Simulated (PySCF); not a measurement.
CH4Zn (SMILES [CH3][ZnH]), singlet, at a GFN2-xTB geometry (such geometries of metal compounds can be far from the true shape), with bond 6-3 at 1.4 times its length. Base run: CASSCF(2,4)/6-31G* (PySCF).

Input for PySCF:
```python
from pyscf import gto, scf, mcscf
import numpy

mol = gto.Mole()
mol.atom = '''
    Zn   -0.390010   -0.205606   -0.056510
    H    -1.729324   -0.942200   -0.251191
    C     1.370002    0.726254    0.198587
    H     1.850691    0.454272    1.135079
    H     1.277037    1.809194    0.208188
    H     2.366631    0.394656   -0.903048
'''
mol.basis = '6-31g*'
mol.charge = 0
mol.spin = 0
mol.verbose = 4
mol.build()

mf = scf.RHF(mol)
mf.kernel()
mc = mcscf.CASSCF(mf, 4, 2)
mc.fix_spin_(ss=0.0)
mc.kernel()
occ = numpy.linalg.eigvalsh(mc.fcisolver.make_rdm1(mc.ci, mc.ncas, mc.nelecas))[::-1]
ss = mc.fcisolver.spin_square(mc.ci, mc.ncas, mc.nelecas)[0]
print('natural occupations', occ.round(4), ' <S^2>', round(ss, 4))
```

Variants of this job, named by their change:

| change | ΔE vs base (mEh) | natural occupations | <S^2> of the state |
|---|---|---|---|
| base | 0.000 | 1.97 0.02 0.00 0.00 | 0.00 |
| solver = newton | 0.000 | 1.97 0.02 0.00 0.00 | 0.00 |
| start = MP2 natural orbitals | -11.466 | 1.94 0.06 0.00 0.00 | 0.00 |
| active space = 6 electrons, 4 orbitals | -8.904 | 2.00 2.00 1.94 0.06 | 0.00 |
| active space = 6 electrons, 5 orbitals | -24.146 | 2.00 1.97 1.94 0.06 0.03 | 0.00 |
| orbitals = fixed (CASCI) | 19.555 | 2.00 0.00 0.00 0.00 | 0.00 |
| state_average = 2 states | 11.529 | - | - |
| active space = 8 electrons, 9 orbitals | -68.265 | 1.98 1.98 1.97 1.93 0.06 0.04 0.02 0.01 0.00 | 0.00 |
| active space = 4 electrons, 5 orbitals | -32.698 | 1.97 1.93 0.06 0.03 0.00 | 0.00 |
| correction = SC-NEVPT2 | -416.1 | 1.97 0.02 0.00 0.00 | 0.00 |
| conv_tol = 1e-5 | 0.000 | 1.97 0.02 0.00 0.00 | 0.00 |

Active orbitals are taken around the Fermi level unless the row says otherwise; CASSCF can end in different local minima, and two programs can end on different orbitals. State-averaged rows give the lowest state.
